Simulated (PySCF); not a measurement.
Members of one family of related compounds. Method: TDDFT B3LYP/def2-SVPD, vertical, gas phase, core orbitals frozen in the response, def2 core potentials past Kr (PySCF 2.14.0, density-fitted response routines). Geometries: PBE0-D3(BJ)/def2-SVP; one conformer of each isolated species. Triplets are in the Tamm–Dancoff approximation. Atoms past krypton carry core potentials; spin–orbit coupling is left out.

**Question.** Rank by computed lowest singlet excitation energy, lowest first.
A. `C[N]=[Ta]([CH3])([CH3])[CH3]` (Ta(NMe)Me3)
B. `C[N]=[Ta]([F])([F])[F]` (Ta(NMe)F3)
C. `C[N]=[Ta]([Br])([Br])[Br]` (Ta(NMe)Br3)
D. `C[N]=[Ta]([O][SiH3])([O][SiH3])[O][SiH3]` (Ta(NMe)(OSiH3)3)

**Answer.** C (3.80 eV), A (4.31 eV), B (4.91 eV), D (5.06 eV).

```tsv
SMILES	S1 (eV)	first f ≥ 0.01 (nm)	T1 (eV)	α (au)	HOMO (eV)	S1 mainly
C[N]=[Ta]([Br])([Br])[Br]	3.80	255	3.64	132.4	-7.69	H→L (37%)
C[N]=[Ta]([CH3])([CH3])[CH3]	4.31	257	3.89	108.7	-6.70	H-1/H→L/L+1 (99%)
C[N]=[Ta]([F])([F])[F]	4.91	233	4.46	60.0	-7.76	H-1/H→L/L+1 (≥96%)
C[N]=[Ta]([O][SiH3])([O][SiH3])[O][SiH3]	5.06	232	4.66	156.6	-6.88	H-1/H→L+1 (≥56%)
```

H and L stand for HOMO and LUMO. A slash joins orbitals within 0.01 eV of each other, whose weights are summed (≥ marks a lower bound).
